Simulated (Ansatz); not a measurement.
Breaking the Ge1–S2 bond in GeS (multiplicity 1 held). Energies count from the point at 2.028 Å.


Signs of static correlation in def2-SVP, with CASSCF(10,8), from Ansatz (a quantum-chemistry and plane-wave program) runs.

| R (Å) | T1 of restricted CCSD | ⟨S²⟩ of UHF | largest double amplitude of restricted CCSD | weight of the CASSCF reference in MRCISD | CASSCF natural occupations |
|---|---|---|---|---|---|
| 1.623 | 0.013 | 0.000 | 0.061 | 0.929 | 2.00 2.00 1.97 1.97 1.97 0.03 0.03 0.02 |
| 1.826 | 0.019 | 0.000 | 0.074 | 0.929 | 2.00 1.99 1.98 1.96 1.96 0.05 0.05 0.02 |
| 2.028 | 0.029 | 0.000 | 0.088 | 0.929 | 2.00 1.98 1.97 1.94 1.94 0.06 0.06 0.03 |
| 2.231 | 0.043 | 0.464 | 0.103 | 0.928 | 2.00 1.98 1.96 1.92 1.92 0.09 0.09 0.05 |
| 2.434 | 0.064 | 0.842 | 0.119 | 0.927 | 2.00 1.98 1.94 1.89 1.89 0.12 0.12 0.06 |
| 2.738 | 0.121 | 1.080 | [?] | 0.925 | 2.00 1.97 1.90 1.82 1.82 0.19 0.19 0.11 |
| 3.043 | [?] | 1.555 | 0.192 | 0.924 | 2.00 1.97 1.84 1.73 1.73 0.29 0.29 0.17 |
| 3.550 | 0.066 | 2.004 | 0.160 | 0.922 | 2.00 1.97 1.65 1.52 1.52 0.49 0.49 0.36 |
| 4.057 | 0.021 | 2.014 | 0.216 | 0.922 | 2.00 1.97 1.54 1.35 1.35 0.66 0.66 0.47 |
| 4.666 | 0.010 | 2.015 | 0.290 | 0.923 | 2.00 2.00 1.97 1.02 1.02 0.98 0.98 0.03 |
| 5.477 | 0.009 | 2.015 | 0.332 | 0.924 | 2.00 2.00 1.97 1.00 1.00 1.00 1.00 0.03 |
| 6.491 | 0.009 | 2.015 | 0.343 | 0.924 | 2.00 2.00 1.97 1.00 1.00 1.00 1.00 0.03 |
| 8.114 | 0.009 | 2.015 | 0.347 | 0.924 | 2.00 2.00 1.97 1.00 1.00 1.00 1.00 0.03 |

**Question.** Some entries are withheld; supply them.

**Answer.** 
- 2.738, largest double amplitude of restricted CCSD: 0.145
- 3.043, T1 of restricted CCSD: 0.245

Doubts at one or more of the structures used: a restricted determinant that unrestricted orbitals would lower (R-CCSD(T)/def2-SVP); T1 above 0.05 (R-CCSD(T)/def2-SVP, U-CCSD(T)/def2-SVP); a spin-contaminated determinant (U-CCSD(T)/def2-SVP); the program's own flag: large difference (U-CCSD(T)/def2-SVP).
